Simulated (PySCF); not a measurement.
CH8OSi2, SMILES O(C[SiH3])[SiH3] (GFN2-xTB optimised geometry):

```
12

Si     1.443    -0.993     0.000
C     -0.468    -0.993     0.000
O     -1.000     0.309     0.000
Si    -1.292     1.314     1.228
H      1.862    -2.394    -0.082
H      1.927    -0.395     1.244
H      1.918    -0.231    -1.152
H     -0.859    -1.555     0.855
H     -0.847    -1.484    -0.903
H     -2.169     0.689     2.226
H     -1.927     2.394     0.491
H     -0.063     1.723     1.917
```

Calculation: B3LYP/def2-TZVP run with PySCF.

Task: What are the frontier orbital energies and the dipole moment?

Result: HOMO-2 -9.38 eV, HOMO-1 -8.50 eV, HOMO -7.39 eV, LUMO -0.18 eV, LUMO+1 0.50 eV; dipole moment 0.90 D.

Meta-Löwdin charges at B3LYP/def2-TZVP: Si1 0.51, C2 -0.21, O3 -0.62, Si4 0.78, H5 -0.10, H6 -0.10, H7 -0.10, H8 0.10, H9 0.12, H10 -0.14, H11 -0.11, H12 -0.14.
